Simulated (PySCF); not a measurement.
Energy of Fe (iron, neutral) between two integer charges

The 4s beta orbital of [Ar] 3d6 4s2 is emptied in steps (occupation f), with all orbitals relaxed, ending at [Ar] 3d6 4s1. Computed with PySCF 2.14 in aug-cc-pVTZ-DK (8s7p5d3f2g, 93 functions), with the spin-free X2C one-electron Hamiltonian (Gaussian nucleus). The exact energy is a straight line in f; departures are measured from the line between the end points of the same method.

| f | BHandHLYP (eV) |
| --- | --- |
| 1 | 0.000 |
| 0.9 | -0.143 |
| 0.7 | -0.340 |
| 0.5 | -0.412 |
| 0.3 | -0.354 |
| 0.1 | -0.155 |
| 0 | 0.000 |

| method | E(f=0) − E(f=1) (eV) | −ε at f=1 (eV) | −ε at f=0.5 (eV) |
| --- | --- | --- | --- |
| BHandHLYP | 7.751 | 6.169 | 7.711 |

Orbital energy along the path (eV):

```tsv
f	BHandHLYP
1	-6.169
0.9	-6.465
0.7	-7.075
0.5	-7.711
0.3	-8.384
0.1	-9.114
0	-9.457
```

Reference removal energy between the ground levels: 7.902 eV (measured; NIST Atomic Spectra Database, ionization energies). The calculation has no spin-orbit coupling.
